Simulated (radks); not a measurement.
Effect of the nuclear size on the tantalum ion Ta2+, [Xe] 4f14 5d3. Method: Dirac Kohn-Sham, BLYP, spin-unpolarised, spherical densities, finite nucleus; open shells fill j = l - 1/2 first; Fermi nuclear charge, rms radius 5.3507 fm; computed with a radial shooting solver on a logarithmic mesh with Libxc functionals. The rms radius is varied about that value; shifts are against it.

[
 {"rms radius (fm)": "4.6605", "total energy shift (eV)": "-13.0", "density at nucleus (e/bohr^3)": "1.376e+06", "1s1/2 shift (meV)": "-5260", "2s1/2 shift (meV)": "-735", "5s1/2 shift (meV)": "-6.78", "5d3/2 shift (meV)": "0.087", "6s1/2 (empty) shift (meV)": "-0.895"},
 {"rms radius (fm)": "4.9708", "total energy shift (eV)": "-7.28", "density at nucleus (e/bohr^3)": "1.346e+06", "1s1/2 shift (meV)": "-2950", "2s1/2 shift (meV)": "-413", "5s1/2 shift (meV)": "-3.81", "5d3/2 shift (meV)": "0.049", "6s1/2 (empty) shift (meV)": "-0.503"},
 {"rms radius (fm)": "5.3507", "total energy shift (eV)": "0", "density at nucleus (e/bohr^3)": "1.313e+06", "1s1/2 shift (meV)": "0.000", "2s1/2 shift (meV)": "0.000", "5s1/2 shift (meV)": "0.000", "5d3/2 shift (meV)": "0.000", "6s1/2 (empty) shift (meV)": "0.000"},
 {"rms radius (fm)": "5.752", "total energy shift (eV)": "8.07", "density at nucleus (e/bohr^3)": "1.281e+06", "1s1/2 shift (meV)": "3280", "2s1/2 shift (meV)": "458", "5s1/2 shift (meV)": "4.22", "5d3/2 shift (meV)": "-0.054", "6s1/2 (empty) shift (meV)": "0.557"},
 {"rms radius (fm)": "6.3192", "total energy shift (eV)": "20.1", "density at nucleus (e/bohr^3)": "1.241e+06", "1s1/2 shift (meV)": "8170", "2s1/2 shift (meV)": "1140", "5s1/2 shift (meV)": "10.5", "5d3/2 shift (meV)": "-0.135", "6s1/2 (empty) shift (meV)": "1.39"}
]

Slopes of the eigenvalues against <r^2> in GHz/fm^2, as finite differences over the two radii next to the reference (eigenvalue slopes, not the field-shift constants of lines): 1s1/2 180000, 2s1/2 25100, 5s1/2 232, 5d3/2 -2.98, 6s1/2 (empty) 30.6.
